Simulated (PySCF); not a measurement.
# Spinor energies of Bi⁺ (bismuth, charge +1)

Start: [Xe] 4f14 5d10 6s2 6p2; 6p1/2 filled at m_j = -1/2, +1/2. Calculated with PySCF 2.14 in x2c-TZVPPall-2c with one added diffuse shell each of s, p, d, f type (12s12p10d4f, 126 functions): generalised Hartree-Fock with the X2C-1e Hamiltonian and a Gaussian nucleus; spin-orbit coupling (SO) screened by Boettger's factors.

```csv
spinor shell,electrons,"ε, screened SO (eV)",weight of nominal j (screened SO),"rms radius, screened SO (bohr)"
1s1/2,2,-91017.4,1.000,0.0178
2s1/2,2,-16515.3,1.000,0.0718
2p1/2,2,-15843.6,1.000,0.0606
2p3/2,4,-13519.1,1.000,0.0691
3s1/2,2,-4065.3,1.000,0.183
3p1/2,2,-3762.7,1.000,0.175
3p3/2,4,-3235.1,1.000,0.192
3d3/2,4,-2744.9,1.000,0.168
4s1/2,2,-978.46,1.000,0.401
4p1/2,2,-845.84,1.000,0.404
4p3/2,4,-713.90,1.000,0.438
4d3/2,4,-497.95,1.000,0.446
4d5/2,6,-472.65,1.000,0.457
4f5/2,6,-189.60,1.000,0.479
5s1/2,2,-188.94,1.000,0.890
4f7/2,8,-184.15,1.000,0.481
5p1/2,2,-140.86,1.000,0.952
5p3/2,4,-115.23,1.000,1.04
5d3/2,4,-45.263,1.000,1.30
5d5/2,6,-41.716,1.000,1.33
6s1/2,2,-25.518,1.000,2.32
6p1/2,2,-16.054,1.000,2.82
```

Q: Where does 3d5/2 lie, and what is the 3d spin-orbit splitting (screened SO)?

A: At -2633.4 eV, 111.45 eV above 3d3/2.

```
   quantity   screened SO
E (hartree)  -21554.74421
        M_J             0
       ⟨J²⟩         0.000
       ⟨L²⟩         1.520
       ⟨S²⟩         1.520
```

Breit and QED terms are absent; they matter most for the inner s and p1/2 levels.

Densities and radii are taken from the X2C orbitals without a picture-change correction, which distorts them close to the nucleus.
